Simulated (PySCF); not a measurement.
**Question.** Write Cartesian coordinates for `[C@@H]1([SiH2]C1)/C=N\[H]` as optimised with PBE0-D3(BJ)/def2-SVP.

**Answer.** 
```
atom  x, y, z in Å
N1     2.4415   -0.8572    0.1450
C2     1.2893   -0.4472    0.4867
C3     0.2380    0.1477   -0.3619
C4    -0.7692    1.1269    0.2746
Si5   -1.5424   -0.4737   -0.2376
H6     2.5828   -0.7113   -0.8618
H7     1.0189   -0.5534    1.5550
H8     0.5723    0.4070   -1.3750
H9    -0.6273    1.3198    1.3445
H10   -0.9754    2.0402   -0.2927
H11   -2.3349   -0.5465   -1.4883
H12   -1.8532   -1.4851    0.8004
```

Any rigid rotation of these coordinates is as good. Atoms count from 1 in this order. The C–Si distances run from 1.850 Å (C4–Si5, drawn single) to 1.890 Å (C3–Si5, drawn single), a spread of 0.040 Å. The C–C distances run from 1.476 Å (C2–C3, drawn single) to 1.542 Å (C3–C4, drawn single), a spread of 0.066 Å. Of the pairs four or more bonds apart, H6···H8 is among the closest relative to their van der Waals radii: 2.36 Å, 98 % of the sum of Bondi's values. N1 (imine nitrogen) is bent (angle 110.0°).

Bonds between heavy atoms (Å): N1=C2 1.270, C2–C3 1.476, C3–C4 1.542, C4–Si5 1.850, C3–Si5 1.890.

Theory: PBE0-D3(BJ)/def2-SVP geometry optimisation, gas phase (PySCF).

Point group: C1 (no symmetry element, even within 0.4 Å). PBE0-D3(BJ)/def2-SVP frequencies: not computed here. The numbers are those of one conformer (N1–C2–C3–C4 -152°).

Hardware: an Arm Neoverse V1 with one thread, no GPU (shared host). Cost: 31 s wall, 0.44 GiB resident at most. That covers the optimisation of the geometry.
